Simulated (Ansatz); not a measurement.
C2H3O2 (SMILES CC([O])=O), doublet, at a GFN2-xTB geometry; CCSD(T)/STO-3G (Ansatz, a first-principles code).

Input for Ansatz:
Ansatz 0.2 input:
```yaml
crystal:
  periodic: [false, false, false]
  atoms:
    - {symbol: C, position_ang: [-0.24174372, 0.21438932, 0.00455158]}
    - {symbol: O, position_ang: [0.23038029, 1.31548410, 0.01249130]}
    - {symbol: O, position_ang: [-1.27974546, -0.38217417, 0.00729602]}
    - {symbol: C, position_ang: [1.02387385, -0.90543389, -0.01924901]}
    - {symbol: H, position_ang: [1.94922038, -0.34541071, -0.02138327]}
    - {symbol: H, position_ang: [0.88457216, -1.49737251, 0.87617804]}
    - {symbol: H, position_ang: [0.86834805, -1.47742881, -0.92490868]}
basis:
  gaussian:
    orbitals: STO-3G
magnetization: {spin_polarized: true, initial_magnetization: 1}
correlation: {method: ccsd_t, electrons: outside_noble_gas}
accuracy: high
```

The log (banner, timings and long lists left out):

```
Functional definition: HF
450 factors; integrals over basis functions are off by at most 2.2e-8 eV
mean field evaluation 1: about -6093.4012 eV, gradient 2.8e1 eV
mean field evaluation 2: about -6093.5529 eV, gradient 2.8e1 eV
mean field evaluation 4: about -6098.1226 eV, gradient 2.1e0 eV
mean field evaluation 8: about -6098.2065 eV, gradient 5.7e-1 eV
mean field evaluation 16: about -6099.0015 eV, gradient 1.2e-4 eV
mean field evaluation 32: about -6098.1840 eV, gradient 2.3e-1 eV
mean field evaluation 64: about -6099.0050 eV, gradient 8.6e-4 eV
mean field evaluation 96: about -6099.0015 eV, gradient 6.1e-6 eV
mean field evaluation 128: about -6097.1963 eV, gradient 1.3e0 eV
mean field evaluation 160: about -6097.2279 eV, gradient 3.3e-1 eV
mean field evaluation 192: about -6099.1641 eV, gradient 6.9e-2 eV
mean field evaluation 224: about -6095.3776 eV, gradient 7.7e-4 eV
mean field evaluation 256: about -6085.9458 eV, gradient 5.0e-1 eV
mean field evaluation 288: about -6097.2453 eV, gradient 8.1e-1 eV
mean field -6099.16411710 eV, -224.1401471414 hartree, gradient 1.5e-8 eV, S^2 0.991076; 13 other end points of the search recorded, 0 dependent functions left out
determinant -6099.16411710 eV, -224.1401471414 hartree, with singles and doubles -6104.76358784 eV, -224.3459238958 hartree
determinant -6099.00145562 eV, -224.1341694423 hartree, with singles and doubles -6105.26278286 eV, -224.3642689745 hartree
determinant -6098.94929427 eV, -224.1322525482 hartree, with singles and doubles -6105.21633855 eV, -224.3625621773 hartree
determinant -6098.18437084 eV, -224.1041421305 hartree, with singles and doubles -6105.27322442 eV, -224.3646526947 hartree
determinant -6097.22001107 eV, -224.0687025626 hartree, with singles and doubles -6104.33751870 eV, -224.3302661438 hartree
determinant -6099.16411710 eV, -224.1401471414 hartree, with singles and doubles -6104.76644744 eV, -224.3460289842 hartree
determinant -6099.00145562 eV, -224.1341694423 hartree, with singles and doubles -6105.39527309 eV, -224.3691379005 hartree
determinant -6098.94929427 eV, -224.1322525482 hartree, with singles and doubles -6105.37374326 eV, -224.3683466940 hartree
determinant -6098.18437084 eV, -224.1041421305 hartree, with singles and doubles -6105.27470683 eV, -224.3647071721 hartree
mean field evaluation 320: about -6099.0015 eV, gradient 2.0e-6 eV
4 core orbitals not correlated
reference -6099.00145562 eV, -224.1341694423 hartree; 12, 11 occupied and 7, 8 virtual orbitals, 450 factors
second order -5.06045331 eV of doubles, -0.00000000 eV of singles
cycle   1  -6.39381412 eV  change    3.3e-6 eV  update   2.9e-6
cycle   2  -6.39381290 eV  change    1.2e-6 eV  update   1.9e-6
cycle   3  -6.39381205 eV  change    8.5e-7 eV  update   1.2e-6
cycle   4  -6.39381308 eV  change   -1.0e-6 eV  update   8.1e-7
cycle   5  -6.39381388 eV  change   -8.0e-7 eV  update   6.6e-7
cycle   6  -6.39381454 eV  change   -6.6e-7 eV  update   5.1e-7
cycle   7  -6.39381526 eV  change   -7.2e-7 eV  update   4.6e-7
cycle   8  -6.39381591 eV  change   -6.5e-7 eV  update   2.7e-7
cycle   9  -6.39381664 eV  change   -7.3e-7 eV  update   2.1e-7
cycle  10  -6.39381717 eV  change   -5.3e-7 eV  update   1.7e-7
cycle  11  -6.39381766 eV  change   -4.9e-7 eV  update   1.2e-7
cycle  12  -6.39381780 eV  change   -1.4e-7 eV  update   6.7e-8
cycle  13  -6.39381732 eV  change    4.8e-7 eV  update   1.3e-7
cycle  14  -6.39381730 eV  change    1.8e-8 eV  update   5.3e-8
cycle  15  -6.39381731 eV  change   -5.9e-9 eV  update   2.8e-8
cycle  16  -6.39381735 eV  change   -3.9e-8 eV  update   1.4e-8
cycle  17  -6.39381733 eV  change    2.2e-8 eV  update   7.9e-9
cycle  18  -6.39381733 eV  change   -6.7e-9 eV  update   3.6e-9
cycle  19  -6.39381733 eV  change    5.8e-9 eV  update   1.8e-9
cycle  20  -6.39381732 eV  change    2.3e-9 eV  update  8.2e-10
cycle  21  -6.39381732 eV  change   1.5e-10 eV  update  3.7e-10
perturbative correction -0.30056916 eV, -0.0110457129 hartree
WARN: the results are in doubt because among natural orbitals full CI differs from the method by -0.092 eV
Total energy: -6105.69584210 eV, -224.3801836080 hartree
In doubt: among natural orbitals full CI differs from the method by -0.092 eV
```
